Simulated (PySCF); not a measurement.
Level of theory: PBE0 in PySCF with As def2-TZVP, F def2-TZVP; no relativity; density-fitted integrals. Open shells, if any, are unrestricted.

Question: What shape and geometry does isolated singlet AsF₃ take (every ligand bound to As)?

Answer: Counting electrons, arsenic keeps 2 of its valence electrons outside its bonds, so the VSEPR class is AX3E1 and the expected shape is trigonal pyramidal (C3v), as computed. The angle of 96° is close to 90°: the heavy centre bonds with nearly pure p orbitals and keeps its lone pair s-like. The lowest minimum found is a singlet of C3v symmetry with As–F 1.715 Å (×3); F–As–F 95.9° (×3). Its harmonic wavenumbers are 259 (e), 334 (a1), 705 (e), 745 (a1) cm⁻¹ and its dipole moment is 2.45 D.
